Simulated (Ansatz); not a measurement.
One change: `CC(=S)[O][GeH3]` becomes `C[Te]C(C)=S`.

Ansatz, PBE0-D4/def2-TZVP geometries, multiplicity 1. Each molecule was computed in one conformer, which needn't be the lowest.

Elements past krypton have def2 core potentials. Scalar relativity is left out up to krypton.

| property | `CC(=S)[O][GeH3]` |
| --- | --- |
| HOMO–LUMO gap (B3LYP/def2-TZVPP) / eV | 4.56 |
| HOMO–LUMO gap (ωB97M-V/def2-TZVPP) / eV | 9.37 |
| HOMO energy (B3LYP/def2-TZVPP) / eV | -5.94 |
| LUMO energy (PBE/def2-TZVPP) / eV | -2.11 |
| ideal-gas entropy at 298 K and 1 bar (rigid rotor, harmonic PBE0-D4/def2-TZVP) / J/(mol·K) | 365 |
| HOMO energy (PBE/def2-TZVPP) / eV | -5.00 |

Question: Give the same properties after the change, and the shifts. (Estimate.)

Answer: Ansatz gave: 
```tsv
property	`C[Te]C(C)=S`	shift
HOMO–LUMO gap (B3LYP/def2-TZVPP) / eV	3.96	-0.60
HOMO–LUMO gap (ωB97M-V/def2-TZVPP) / eV	8.29	-1.08
HOMO energy (B3LYP/def2-TZVPP) / eV	-6.12	-0.18
LUMO energy (PBE/def2-TZVPP) / eV	-2.78	-0.67
ideal-gas entropy at 298 K and 1 bar (rigid rotor, harmonic PBE0-D4/def2-TZVP) / J/(mol·K)	378	13
HOMO energy (PBE/def2-TZVPP) / eV	-5.24	-0.24
```

With PBE0 the HOMO falls by 0.13 eV and the LUMO falls by 0.83 eV, so the gap narrows by about 0.70 eV. PBE moves the HOMO by -0.24 eV and ωB97M-V by 0.11 eV. Modes under 60 cm⁻¹, often nearly free rotors, make the harmonic entropy too high.

B3LYP here is the variant with VWN-RPA as its local correlation; programs differ in this.

Spin–orbit coupling is left out; it splits and shifts lone-pair levels of the heavy atoms by tenths of an eV.
